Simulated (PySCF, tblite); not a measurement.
Isomers of C3H10OSi3. Method: GFN2-xTB as coded in tblite; computed harmonic values from a numerical Hessian at the method's own geometry, unscaled. This tight-binding method is rough: wavenumbers can miss measured ones by several per cent, in bad cases by 10 to 20. Modes of hydrogen on silicon can be 10 to 20 % off. One conformer each.

Electronic energies: PBE0/pcSseg-1 single points on the GFN2-xTB geometries (PySCF, gas phase).

| SMILES | electronic energy, lowest = 0 (kcal/mol) |
| --- | --- |
| O=C[C@@H]1C[SiH2][SiH2][SiH2]1 | 39.7 |
| C=C1C[SiH2]O[SiH2][SiH2]1 | 0.0 |
| O=C[C@@H]1C[SiH2][Si@H]1[SiH3] | 53.5 |

Question: How do GFN2-xTB zero-point energies change the relative energies?

Answer: 
```
                        SMILES  ZPE (kcal/mol)  of it from modes above 1550 cm⁻¹  electronic (kcal/mol)  with ZPE, lowest = 0 (kcal/mol)  lowest mode (cm⁻¹)  rings
     C=C1C[SiH2]O[SiH2][SiH2]1            70.8                              38.7                    0.0                              0.0                  54      1
O=C[C@@H]1C[SiH2][SiH2][SiH2]1            70.6                              37.8                   39.7                             39.5                  92      1
O=C[C@@H]1C[SiH2][Si@H]1[SiH3]            69.3                              37.9                   53.5                             52.0                  44      1
```

The zero-point energies span 1.5 kcal/mol, from `O=C[C@@H]1C[SiH2][Si@H]1[SiH3]` to `C=C1C[SiH2]O[SiH2][SiH2]1`. The order is unchanged.

Question: And how do the electronic energies of GFN2-xTB itself compare?

Answer: `C=C1C[SiH2]O[SiH2][SiH2]1` 0.0; `O=C[C@@H]1C[SiH2][SiH2][SiH2]1` 68.7; `O=C[C@@H]1C[SiH2][Si@H]1[SiH3]` 82.4 kcal/mol, lowest = 0. Against the energies above, taken from the same isomer `C=C1C[SiH2]O[SiH2][SiH2]1`, the largest difference is 29.0 kcal/mol.

Question: What do entropy and thermal enthalpy add at 298.15 K and 1 bar (rigid rotor, harmonic oscillator, one conformer each)?

Answer: 
```json
{"SMILES": "C=C1C[SiH2]O[SiH2][SiH2]1", "point group": "C1", "symmetry number": "1", "S (cal/(mol K))": "98.1", "H − H(0) (kcal/mol)": "7.05", "ZPE + H − H(0) − TS (kcal/mol)": "48.6"}
{"SMILES": "O=C[C@@H]1C[SiH2][SiH2][SiH2]1", "point group": "C1", "symmetry number": "1", "S (cal/(mol K))": "95.6", "H − H(0) (kcal/mol)": "6.98", "ZPE + H − H(0) − TS (kcal/mol)": "49.1"}
{"SMILES": "O=C[C@@H]1C[SiH2][Si@H]1[SiH3]", "point group": "C1", "symmetry number": "1", "S (cal/(mol K))": "105.9", "H − H(0) (kcal/mol)": "7.77", "ZPE + H − H(0) − TS (kcal/mol)": "45.5"}
```
